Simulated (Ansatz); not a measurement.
Geometry optimisation, Ansatz, RKS PBE0/def2-SVP.

Input:

```yaml
crystal:
  periodic: [false, false, false]
  atoms:
    - { symbol: Zr, position_ang: [0.426444, 0.289511, -0.404192] }
    - { symbol: F, position_ang: [-0.906658, 0.520203, 2.468905] }
    - { symbol: Cl, position_ang: [1.640307, 0.03689, -2.406266] }
    - { symbol: O, position_ang: [-1.058721, 1.381502, -0.824162] }
    - { symbol: H, position_ang: [-1.923113, 1.718491, -1.070573] }
    - { symbol: O, position_ang: [-0.106902, -1.452679, 0.104601] }
    - { symbol: H, position_ang: [-0.58759, -2.209098, 0.444178] }
    - { symbol: Cl, position_ang: [1.917412, 1.388686, 1.258032] }
    - { symbol: H, position_ang: [-0.133979, 0.952694, 2.736977] }
basis:
  gaussian: { orbitals: def2-SVP }
hamiltonian:
  xc: pbe0
relax:
  f_tol: 0.03
  max_steps: 50
```

Command:

```bash
$ ansatz run input.yaml --threads 4 --pin off --max-ram 5120MiB --backend cpu --events-out ev --progress --plain --runs-dir out
```

Where does it end, and by what steps?

The forces met the threshold. After 8 steps the energy has fallen by 0.230 eV; F2 moved furthest, 0.47 Å. Joined: Zr1–F2 (3.18 → 2.45 Å).

```csv
step,energy less start (eV),largest force component (eV/Å),accepted
0,0.0000,0.811,yes
1,-0.0935,0.659,yes
2,-0.1648,0.468,yes
3,-0.2040,0.394,yes
4,-0.2220,0.106,yes
5,-0.2260,0.068,yes
6,-0.2262,0.066,yes
7,-0.2278,0.060,yes
8,-0.2305,0.011,yes
```

```xyz
9
Properties=species:S:1:pos:R:3
Zr 0.272 0.281 -0.155
F -0.720 0.649 2.060
Cl 1.633 0.129 -2.078
O -1.174 1.354 -0.742
H -1.990 1.763 -1.029
O -0.180 -1.526 0.190
H -0.562 -2.393 0.329
Cl 1.884 1.337 1.379
H 0.102 1.031 2.353
```

Whether the end is a true minimum wasn't checked by a vibrational analysis.

Run time: 26 s on 4 threads of Arm Neoverse V1 (shared host), peak memory 0.32 GiB.
